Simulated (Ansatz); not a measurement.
Ansatz (an electronic-structure program) input (PBE/def2-TZVP):

Ansatz 0.2 input:
```yaml
crystal:
  periodic: [false, false, false]
  atoms:
    - {symbol: C, position_ang: [2.55019524, -0.17713440, -0.02550029]}
    - {symbol: C, position_ang: [1.13854011, -0.64267488, -0.20346383]}
    - {symbol: C, position_ang: [0.02169370, 0.08751292, -0.23382089]}
    - {symbol: C, position_ang: [-0.01830150, 1.58444994, -0.09763968]}
    - {symbol: C, position_ang: [-1.32054479, -0.58008564, -0.40971188]}
    - {symbol: C, position_ang: [-2.24630246, -0.43967619, 0.80422641]}
    - {symbol: H, position_ang: [2.99502359, -0.62478543, 0.86860053]}
    - {symbol: H, position_ang: [3.17155275, -0.48860569, -0.87059676]}
    - {symbol: H, position_ang: [2.63548184, 0.90382861, 0.07071613]}
    - {symbol: H, position_ang: [1.02748482, -1.71829226, -0.31878792]}
    - {symbol: H, position_ang: [-0.60572647, 2.02427917, -0.90927340]}
    - {symbol: H, position_ang: [0.96965149, 2.03852763, -0.11485842]}
    - {symbol: H, position_ang: [-0.50320171, 1.88304900, 0.83580681]}
    - {symbol: H, position_ang: [-1.82215177, -0.15110559, -1.28533748]}
    - {symbol: H, position_ang: [-1.16809339, -1.63987358, -0.62464721]}
    - {symbol: H, position_ang: [-2.48756066, 0.60418819, 1.01043230]}
    - {symbol: H, position_ang: [-1.77724524, -0.85805533, 1.69709819]}
    - {symbol: H, position_ang: [-3.18689703, -0.96750533, 0.63630811]}
basis:
  gaussian:
    orbitals: def2-TZVP
hamiltonian:
  xc: {name: PBE}
relax: {f_tol: 0.003, max_steps: 100}
```

Output:

```
Functional definition: PBE
integrals: 0.20 GiB planned
1608 factors; their error is unknown
0.35 GiB of the device are held for the grids
1.48 GiB of device memory are held for the factors and their scratch space
mean field: 1.38 GiB planned
mean field evaluation 1: about -6388.0779 eV, gradient 9.7e1 eV
mean field evaluation 2: about -6349.9746 eV, gradient 1.5e2 eV
mean field evaluation 4: about -6409.8719 eV, gradient 2.0e1 eV
mean field evaluation 8: about -6410.8783 eV, gradient 2.8e-1 eV
mean field evaluation 16: about -6410.8150 eV, gradient 1.4e-3 eV
mean field -6410.81499872 eV, -235.5931057963 hartree, gradient 1.7e-5 eV, S^2 0.000000; 0 other end points of the search recorded, 0 dependent functions left out
the calculation of the forces begins
reference -6410.81505038 eV, -235.5931076948 hartree; 24, 24 occupied and 234, 234 virtual orbitals, 1608 factors
relax step   1: F+E_penalty+E_count = -6410.81499872 eV  Δ(F+E_penalty+E_count) = +0.000e0 eV  max|allowed force component| = 4.854e-1 eV/Å  Δτ_max = 0.0000 Å  (34 SCF iters, accepted)
these checks for a lower state are left out or cut short: starts, cluster_reference, orbital_swaps, neighbouring_geometries, increment
integrals: 0.20 GiB planned
1608 factors; their error is unknown
0.35 GiB of the device are held for the grids
1.48 GiB of device memory are held for the factors and their scratch space
mean field: 1.37 GiB planned
mean field -6410.83268454 eV, -235.5937557383 hartree, gradient 8.2e-6 eV, S^2 0.000000; 0 other end points of the search recorded, 0 dependent functions left out
the calculation of the forces begins
reference -6410.83273644 eV, -235.5937576457 hartree; 24, 24 occupied and 234, 234 virtual orbitals, 1608 factors
relax step   2: F+E_penalty+E_count = -6410.83268454 eV  Δ(F+E_penalty+E_count) = -1.769e-2 eV  max|allowed force component| = 1.539e-1 eV/Å  Δτ_max = 0.0152 Å  (34 SCF iters, accepted)
these checks for a lower state are left out or cut short: starts, cluster_reference, orbital_swaps, neighbouring_geometries, increment
integrals: 0.20 GiB planned
1608 factors; their error is unknown
0.35 GiB of the device are held for the grids
1.48 GiB of device memory are held for the factors and their scratch space
mean field: 1.37 GiB planned
mean field evaluation 32: about -6410.8970 eV, gradient 1.3e-3 eV
mean field -6410.83451725 eV, -235.5938230894 hartree, gradient 8.2e-6 eV, S^2 0.000000; 0 other end points of the search recorded, 0 dependent functions left out
the calculation of the forces begins
reference -6410.83456925 eV, -235.5938250001 hartree; 24, 24 occupied and 234, 234 virtual orbitals, 1608 factors
relax step   3: F+E_penalty+E_count = -6410.83451725 eV  Δ(F+E_penalty+E_count) = -1.833e-3 eV  max|allowed force component| = 2.583e-2 eV/Å  Δτ_max = 0.0087 Å  (34 SCF iters, accepted)
these checks for a lower state are left out or cut short: starts, cluster_reference, orbital_swaps, neighbouring_geometries, increment
integrals: 0.20 GiB planned
1608 factors; their error is unknown
0.35 GiB of the device are held for the grids
1.48 GiB of device memory are held for the factors and their scratch space
mean field: 1.37 GiB planned
mean field -6410.83456059 eV, -235.5938246818 hartree, gradient 8.2e-6 eV, S^2 0.000000; 0 other end points of the search recorded, 0 dependent functions left out
the calculation of the forces begins
reference -6410.83461259 eV, -235.5938265930 hartree; 24, 24 occupied and 234, 234 virtual orbitals, 1608 factors
relax step   4: F+E_penalty+E_count = -6410.83456059 eV  Δ(F+E_penalty+E_count) = -4.333e-5 eV  max|allowed force component| = 1.003e-2 eV/Å  Δτ_max = 0.0058 Å  (34 SCF iters, accepted)
these checks for a lower state are left out or cut short: starts, cluster_reference, orbital_swaps, neighbouring_geometries, increment
integrals: 0.20 GiB planned
1608 factors; their error is unknown
0.35 GiB of the device are held for the grids
1.48 GiB of device memory are held for the factors and their scratch space
mean field: 1.37 GiB planned
[...]
reference -6410.83456672 eV, -235.5938249071 hartree; 24, 24 occupied and 234, 234 virtual orbitals, 1608 factors
relax step   5: F+E_penalty+E_count = -6410.83451473 eV  Δ(F+E_penalty+E_count) = +4.586e-5 eV  max|allowed force component| = 2.820e-2 eV/Å  Δτ_max = 0.0112 Å  (33 SCF iters, rejected (line search))
these checks for a lower state are left out or cut short: starts, cluster_reference, orbital_swaps, neighbouring_geometries, increment
integrals: 0.20 GiB planned
1608 factors; their error is unknown
0.35 GiB of the device are held for the grids
1.48 GiB of device memory are held for the factors and their scratch space
mean field: 1.37 GiB planned
mean field -6410.83460593 eV, -235.5938263483 hartree, gradient 8.2e-6 eV, S^2 0.000000; 0 other end points of the search recorded, 0 dependent functions left out
the calculation of the forces begins
reference -6410.83465793 eV, -235.5938282592 hartree; 24, 24 occupied and 234, 234 virtual orbitals, 1608 factors
relax step   6: F+E_penalty+E_count = -6410.83460593 eV  Δ(F+E_penalty+E_count) = -4.535e-5 eV  max|allowed force component| = 2.330e-3 eV/Å  Δτ_max = 0.0055 Å  (34 SCF iters, accepted)
these checks for a lower state are left out or cut short: starts, cluster_reference, orbital_swaps, neighbouring_geometries, increment
integrals: 0.20 GiB planned
1608 factors; their error is unknown
0.35 GiB of the device are held for the grids
1.48 GiB of device memory are held for the factors and their scratch space
mean field: 1.37 GiB planned
mean field evaluation 64: about -6410.8346 eV, gradient 7.3e-6 eV
mean field -6410.83464554 eV, -235.5938278036 hartree, gradient 8.2e-6 eV, S^2 0.000000; 0 other end points of the search recorded, 0 dependent functions left out
the calculation of the forces begins
reference -6410.83469752 eV, -235.5938297140 hartree; 24, 24 occupied and 234, 234 virtual orbitals, 1608 factors
relax step   7: F+E_penalty+E_count = -6410.83464554 eV  Δ(F+E_penalty+E_count) = -3.960e-5 eV  max|allowed force component| = 4.699e-3 eV/Å  Δτ_max = 0.0117 Å  (34 SCF iters, accepted)
these checks for a lower state are left out or cut short: starts, cluster_reference, orbital_swaps, neighbouring_geometries, increment
integrals: 0.20 GiB planned
1608 factors; their error is unknown
0.35 GiB of the device are held for the grids
1.48 GiB of device memory are held for the factors and their scratch space
mean field: 1.37 GiB planned
mean field -6410.83466168 eV, -235.5938283969 hartree, gradient 8.2e-6 eV, S^2 0.000000; 0 other end points of the search recorded, 0 dependent functions left out
the calculation of the forces begins
reference -6410.83471365 eV, -235.5938303070 hartree; 24, 24 occupied and 234, 234 virtual orbitals, 1608 factors
relax step   8: F+E_penalty+E_count = -6410.83466168 eV  Δ(F+E_penalty+E_count) = -1.614e-5 eV  max|allowed force component| = 6.860e-3 eV/Å  Δτ_max = 0.0079 Å  (34 SCF iters, accepted)
these checks for a lower state are left out or cut short: starts, cluster_reference, orbital_swaps, neighbouring_geometries, increment
integrals: 0.20 GiB planned
1608 factors; their error is unknown
0.35 GiB of the device are held for the grids
1.48 GiB of device memory are held for the factors and their scratch space
mean field: 1.37 GiB planned
mean field -6410.83467431 eV, -235.5938288611 hartree, gradient 8.2e-6 eV, S^2 0.000000; 0 other end points of the search recorded, 0 dependent functions left out
the calculation of the forces begins
reference -6410.83472628 eV, -235.5938307710 hartree; 24, 24 occupied and 234, 234 virtual orbitals, 1608 factors
relax step   9: F+E_penalty+E_count = -6410.83467431 eV  Δ(F+E_penalty+E_count) = -1.263e-5 eV  max|allowed force component| = 4.811e-3 eV/Å  Δτ_max = 0.0080 Å  (34 SCF iters, accepted)
these checks for a lower state are left out or cut short: starts, cluster_reference, orbital_swaps, neighbouring_geometries, increment
integrals: 0.20 GiB planned
1608 factors; their error is unknown
0.35 GiB of the device are held for the grids
1.48 GiB of device memory are held for the factors and their scratch space
mean field: 1.37 GiB planned
mean field -6410.83468323 eV, -235.5938291888 hartree, gradient 8.2e-6 eV, S^2 0.000000; 0 other end points of the search recorded, 0 dependent functions left out
the calculation of the forces begins
reference -6410.83473520 eV, -235.5938310987 hartree; 24, 24 occupied and 234, 234 virtual orbitals, 1608 factors
relax step  10: F+E_penalty+E_count = -6410.83468323 eV  Δ(F+E_penalty+E_count) = -8.916e-6 eV  max|allowed force component| = 3.959e-3 eV/Å  Δτ_max = 0.0052 Å  (34 SCF iters, accepted)
these checks for a lower state are left out or cut short: starts, cluster_reference, orbital_swaps, neighbouring_geometries, increment
integrals: 0.20 GiB planned
1608 factors; their error is unknown
0.35 GiB of the device are held for the grids
1.48 GiB of device memory are held for the factors and their scratch space
mean field: 1.37 GiB planned
mean field -6410.83469058 eV, -235.5938294591 hartree, gradient 8.2e-6 eV, S^2 0.000000; 0 other end points of the search recorded, 0 dependent functions left out
the calculation of the forces begins
reference -6410.83474256 eV, -235.5938313692 hartree; 24, 24 occupied and 234, 234 virtual orbitals, 1608 factors
relax step  11: F+E_penalty+E_count = -6410.83469058 eV  Δ(F+E_penalty+E_count) = -7.356e-6 eV  max|allowed force component| = 4.995e-3 eV/Å  Δτ_max = 0.0058 Å  (34 SCF iters, accepted)
these checks for a lower state are left out or cut short: starts, cluster_reference, orbital_swaps, neighbouring_geometries, increment
integrals: 0.20 GiB planned
1608 factors; their error is unknown
0.35 GiB of the device are held for the grids
1.48 GiB of device memory are held for the factors and their scratch space
mean field: 1.37 GiB planned
mean field evaluation 96: about -6410.8339 eV, gradient 7.1e-1 eV
mean field -6410.83469231 eV, -235.5938295225 hartree, gradient 8.2e-6 eV, S^2 0.000000; 0 other end points of the search recorded, 0 dependent functions left out
the calculation of the forces begins
reference -6410.83474429 eV, -235.5938314326 hartree; 24, 24 occupied and 234, 234 virtual orbitals, 1608 factors
relax step  12: F+E_penalty+E_count = -6410.83469231 eV  Δ(F+E_penalty+E_count) = -1.724e-6 eV  max|allowed force component| = 4.765e-3 eV/Å  Δτ_max = 0.0048 Å  (34 SCF iters, accepted)
these checks for a lower state are left out or cut short: starts, cluster_reference, orbital_swaps, neighbouring_geometries, increment
integrals: 0.20 GiB planned
1608 factors; their error is unknown
0.35 GiB of the device are held for the grids
1.48 GiB of device memory are held for the factors and their scratch space
mean field: 1.37 GiB planned
mean field -6410.83469620 eV, -235.5938296654 hartree, gradient 8.2e-6 eV, S^2 0.000000; 0 other end points of the search recorded, 0 dependent functions left out
the calculation of the forces begins
reference -6410.83474818 eV, -235.5938315757 hartree; 24, 24 occupied and 234, 234 virtual orbitals, 1608 factors
relax step  13: F+E_penalty+E_count = -6410.83469620 eV  Δ(F+E_penalty+E_count) = -3.889e-6 eV  max|allowed force component| = 2.623e-3 eV/Å  Δτ_max = 0.0019 Å  (34 SCF iters, accepted)
integrals: 0.20 GiB planned
1608 factors; their error is unknown
0.35 GiB of the device are held for the grids
1.48 GiB of device memory are held for the factors and their scratch space
mean field: 1.37 GiB planned
mean field evaluation 128: about -6410.8347 eV, gradient 1.7e-2 eV
mean field -6410.83469620 eV, -235.5938296654 hartree, gradient 8.2e-6 eV, S^2 0.000000; 1 other end points of the search recorded, 0 dependent functions left out
the calculation of the forces begins
reference -6410.83474818 eV, -235.5938315757 hartree; 24, 24 occupied and 234, 234 virtual orbitals, 1608 factors
Total energy: -6410.83474818 eV, -235.5938315757 hartree
Atom 0 at     2.559780    -0.179866    -0.031890 Å, force    -0.001423    -0.000297    -0.001067 eV/Å
Atom 1 at     1.144912    -0.642586    -0.199914 Å, force     0.002623     0.000235    -0.000618 eV/Å
Atom 2 at     0.019081     0.094511    -0.229032 Å, force    -0.000850     0.000371     0.001751 eV/Å
Atom 3 at    -0.016449     1.594114    -0.102924 Å, force    -0.000025    -0.001847     0.000832 eV/Å
Atom 4 at    -1.325181    -0.577472    -0.402579 Å, force    -0.000209     0.000130    -0.001255 eV/Å
Atom 5 at    -2.256597    -0.449804     0.812730 Å, force     0.000256    -0.000344    -0.000431 eV/Å
Atom 6 at     3.016919    -0.631470     0.864445 Å, force    -0.000114     0.000203    -0.000158 eV/Å
Atom 7 at     3.181420    -0.495252    -0.886372 Å, force     0.000367     0.000242     0.000476 eV/Å
Atom 8 at     2.650741     0.909707     0.063814 Å, force     0.000130    -0.000300     0.000044 eV/Å
Atom 9 at     1.026893    -1.727375    -0.313034 Å, force    -0.001023     0.000366     0.000753 eV/Å
Atom 10 at    -0.562438     2.039700    -0.951468 Å, force    -0.000341     0.000366    -0.000633 eV/Å
Atom 11 at     0.982298     2.045520    -0.071097 Å, force     0.000469     0.000305    -0.000129 eV/Å
Atom 12 at    -0.550871     1.907715     0.808558 Å, force    -0.000024     0.000450    -0.000050 eV/Å
Atom 13 at    -1.833951    -0.144087    -1.283501 Å, force     0.000053    -0.000279     0.000370 eV/Å
Atom 14 at    -1.166320    -1.643953    -0.626826 Å, force    -0.000074     0.000199     0.000020 eV/Å
Atom 15 at    -2.501156     0.599155     1.033916 Å, force     0.000173    -0.000151     0.000137 eV/Å
Atom 16 at    -1.790546    -0.882937     1.710225 Å, force    -0.000090     0.000110    -0.000164 eV/Å
Atom 17 at    -3.204939    -0.977579     0.634500 Å, force     0.000104     0.000242     0.000121 eV/Å
Dipole moment:    -0.005450     0.035070     0.002995 e Å
```
